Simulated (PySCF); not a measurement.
trans-(1S,2S)-1,2-dimethylcyclopropane (C5H10), SMILES [C@@H]1(C[C@@H]1C)C. Coordinates come from a PBE0-D3(BJ)/def2-SVP optimisation.

All values below come from PBE0-D3(BJ)/def2-SVP (PySCF 2.14.0).

Harmonic wavenumbers (cm⁻¹): 203, 219, 237, 290, 414, 428, 803, 810, 854, 889, 956, 976, 1038, 1092, 1117, 1124, 1131, 1198, 1202, 1243, 1334, 1384, 1402, 1430, 1460, 1461, 1466, 1470, 1527, 3044, 3046, 3135, 3135, 3135, 3136, 3140, 3152, 3157, 3235. Rotational constants (GHz): 10.05, 3.434, 2.963; symmetry number 2.

Q: Work out the zero-point energy and the ideal-gas rigid-rotor harmonic-oscillator thermochemistry at 298.15 K and 1 atm.

A: ZPE = ½ Σ hcν = ½ × 60476 cm⁻¹ = 86.45 kcal/mol. H − E(el) = 90.83 kcal/mol. Entropy in cal/(mol K): translation 38.66, rotation 24.18, vibration 10.65, total 73.49. G − E(el) = 68.92 kcal/mol. Cp = 23.96 cal/(mol K).
